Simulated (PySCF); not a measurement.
# Where does arsine take a proton?

Molecule: `[AsH3]` (AsH3). Atom numbers as in the mapped SMILES `[AsH3:1]`.

Energies: ωB97X-D3(BJ)/def2-TZVP (PySCF, density fitting, integration grid level 2) on PBE0-D3(BJ)/def2-SVP structures. Thermal corrections: PBE0-D3(BJ)/def2-SVP frequencies, unscaled, ideal gas at 298.15 K and 1 bar, quasi-RRHO entropy.

```
         site  product  PA / kJ/mol  GB / kJ/mol
As1 (arsenic)  [AsH4]+          771          737
```

PA is −ΔH and GB is −ΔG of B + H⁺ → BH⁺ in the gas phase.

In water the product from As1 is solvated 297 kJ/mol more strongly than the parent (electrostatics only).

Measured values (NIST Chemistry WebBook, evaluated or the median of agreeing entries): proton affinity (−ΔH) 748 kJ/mol (computed 771, difference 23); gas-phase basicity (−ΔG) 712 kJ/mol (computed 737, difference 25).

Known limits: atoms from Ga to Kr are treated without relativity.

Run with `OMP_NUM_THREADS=1 python redox_run.py task.json out` on 1 thread of Arm Neoverse V2, a shared host. Structures, frequencies and single points: 22 s of wall time.
